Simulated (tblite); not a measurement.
Species: C₂H₈O₂SeSi₂.
Numbering: `[CH3:1][Si@@H:2]1[O:3][CH2:4][O:5][SiH2:6][Se:7]1` (hydrogens: H8, H9, H10 on C1; H11 on Si2; H12, H13 on C4; H14, H15 on Si6)

Computed with GFN2-xTB (tblite), gas phase: L-BFGS steps from a force-field or distance-geometry start until the largest atomic force falls under 0.01 eV/Å.

Geometry at step 0:
```
atom  x, y, z in Å
C1      2.6846    0.2156    0.4600
Si2     0.8152    0.0322    0.4480
O3      0.3538   -0.9354   -0.9003
C4     -1.0346   -1.2153   -0.8333
O5     -1.8021   -0.1869   -1.3884
Si6    -2.1035    1.0431   -0.2145
Se7    -0.1426    2.0850    0.3041
H8      2.9882    0.8416    1.3338
H9      3.0028    0.7106   -0.4769
H10     3.1456   -0.7831    0.5377
H11     0.4004   -0.6259    1.7075
H12    -1.2092   -2.1288   -1.4444
H13    -1.3816   -1.5348    0.2038
H14    -2.6786    0.4501    0.9987
H15    -3.0428    2.0400   -0.7579
```

**Question.** Give the atomic forces at this geometry.

**Answer.** 
```
atom  Fx (eV/Å)  Fy (eV/Å)  Fz (eV/Å)
  C1      0.380      0.185     -0.017
 Si2      0.244     -0.958     -0.913
  O3     -1.147      0.820      2.296
  C4      0.218     -0.886     -0.874
  O5      0.042      0.752      2.483
 Si6     -0.336     -0.241     -1.271
 Se7     -0.286     -0.039     -0.018
  H8     -0.210     -0.603     -0.888
  H9      0.070     -0.338      0.684
 H10     -0.063      0.712     -0.068
 H11     -0.137      0.025     -0.266
 H12      0.180      0.461     -0.085
 H13      0.481      0.710     -0.818
 H14      0.139     -0.121     -0.129
 H15      0.423     -0.479     -0.114
```

The largest, 2.69 eV/Å, acts on O3; the rms over all components is 0.730 eV/Å. The forces sum to zero within rounding, as they must for an isolated molecule in no field.

**Question.** Give the force on O3 in Eh/bohr and in nN.

**Answer.** 2.694 eV/Å ÷ 51.422 = 0.05240 Eh/bohr, and 2.694 eV/Å × 1.602 = 4.32 nN.

**Question.** How far is this geometry from the end of the optimisation?

**Answer.** 0.719 eV above it, and 0.349 Å rms away after alignment. The bonds farthest from their final lengths, with half the difference of the two atoms' forces along the bond (positive lengthens):

```
   bond  now (Å)  final (Å)  force along bond (eV/Å)
 O5–Si6    1.727      1.626                    -1.60
 Si2–O3    1.723      1.630                    -1.57
  O3–C4    1.418      1.377                    -0.57
 C4–H13    1.139      1.103                    -0.24
  C1–H8    1.117      1.084                    -0.64
Si2–Se7    2.270      2.299                    +0.50
```

The angle farthest from its final value is C4–O5–Si6, 110.5° against 129.6°.

Of the 6 listed bonds off by 0.010 Å or more, this force points towards the final length in 6.

The cost below is that of the whole relaxation. On one thread of an Arm Neoverse V1, no GPU, shared host with 64 logical CPUs at a one-minute load of 23, this took 0.77 s of wall time.
